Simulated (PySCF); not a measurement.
CHF, SMILES F[CH] (connectivity only; charge and spin as stated), neutral, multiplicity 1.

Geometry: B3LYP-D3(BJ)/def2-TZVPD. The isomer is the one that the SMILES or the coordinates give; other isomers of the formula were not compared.

These are HF/def2-TZVPD in PySCF values and carry that method's errors.

Symmetry labels are those of the subgroup Cs that the program uses (full group Cs).

Computed valence orbital energies around the gap with their symmetry:
| orbital | symmetry | energy (eV) |
|---|---|---|
| HOMO−7 | A' | -717.23 |
| HOMO−6 | A' | -309.41 |
| HOMO−5 | A' | -45.73 |
| HOMO−4 | A' | -25.28 |
| HOMO−3 | A' | -20.83 |
| HOMO−2 | A" | -19.46 |
| HOMO−1 | A' | -18.20 |
| HOMO | A' | -11.18 |
| LUMO | A" | 1.58 |
| LUMO+1 | A' | 2.03 |
| LUMO+2 | A' | 3.30 |
| LUMO+3 | A' | 3.72 |
